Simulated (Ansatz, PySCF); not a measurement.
W(O)2(F)(OMe) (CH3FO3W), SMILES C[O][W](=[O])(=[O])[F], multiplicity 1. Atoms are numbered in the order given.

```xyz
9

W      0.0433     0.1435     0.2045
O      1.7483    -0.0227     0.2054
O     -0.5504    -1.0097     1.3236
F     -0.4492     1.8807     0.7256
O     -0.5917    -0.2945    -1.4872
C     -0.6631    -1.2791    -2.4973
H     -1.2449    -0.8741    -3.3388
H      0.3493    -1.5388    -2.8469
H     -1.1620    -2.1832    -2.1122
```

Geometry: B3LYP-D3(BJ)/def2-SVP. The multiplicity is an assumed one; no other spin state was optimised. The structure was generated by enumeration; whether it is a known compound was not checked. The def2 effective core potentials stand for the cores of W; spin–orbit coupling is left out. The values are those of a single conformer.

Two levels are set side by side: PBE-D3(BJ)/def2-SVP (Ansatz, a quantum-chemistry and plane-wave program) and B3LYP-D3(BJ)/def2-SVP (Ansatz). Each level has its own optimised geometry; the coordinates shown are those of the second. Frequencies come from the Hessian of PySCF at each geometry. Differences are taken from unrounded values.

| quantity | B3LYP-D3(BJ) | PBE-D3(BJ) | PBE-D3(BJ) minus B3LYP-D3(BJ) |
|---|---|---|---|
| mean bond length (Å) | 1.485 | 1.493 | 0.008 |
| bond W1–O2 (Å) | 1.713 | 1.724 | 0.011 |
| bond W1–O3 (Å) | 1.713 | 1.724 | 0.011 |
| bond W1–F4 (Å) | 1.879 | 1.886 | 0.006 |
| bond W1–O5 (Å) | 1.859 | 1.868 | 0.009 |
| bond O5–C6 (Å) | 1.412 | 1.415 | 0.002 |
| bond C6–H7 (Å) | 1.100 | 1.109 | 0.008 |
| bond C6–H8 (Å) | 1.102 | 1.111 | 0.009 |
| bond C6–H9 (Å) | 1.102 | 1.111 | 0.009 |
| highest harmonic wavenumber (cm⁻¹) | 3130 | 3064 | -67 |
| mean harmonic wavenumber (cm⁻¹) | 1049 | 1020 | -29 |
| zero-point energy (kcal/mol) | 31.49 | 30.61 | -0.87 |

GGA bonds tend to be longer and softer than those of functionals with exact exchange. Differences between two approximate levels are no errors against the true value.
